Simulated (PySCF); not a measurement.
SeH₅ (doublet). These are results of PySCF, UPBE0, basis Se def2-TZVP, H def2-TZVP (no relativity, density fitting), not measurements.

Harmonic bands of its minimum:

| ω (cm⁻¹) | IR (km/mol, summed over degenerate members) | degeneracy |
| --- | --- | --- |
| 852 | 0.0 | 1 |
| 864 | 31.6 | 1 |
| 909 | 178 | 2 |
| 1012 | 0.0 | 1 |
| 1031 | 124 | 2 |
| 1394 | 2540 | 2 |
| 1695 | 2.0 | 1 |
| 1702 | 0.0 | 1 |
| 2368 | 0.2 | 1 |

Task: The central atom is Se. Infer the point group and assign the bands.

Result: C4v. The modes span 2b1 + 3a1 + 3e + b2: 852 b1, 864 a1, 909 e, 1012 b2, 1031 e, 1394 e, 1695 a1, 1702 b1, 2368 a1. The computed geometry has Se–H 1.473 Å, Se–H 1.627 Å (×4); H–Se–H 88.0° (×4), H–Se–H 89.9° (×4), H–Se–H 176.0° (×2).

This need not be the most stable arrangement of these atoms.
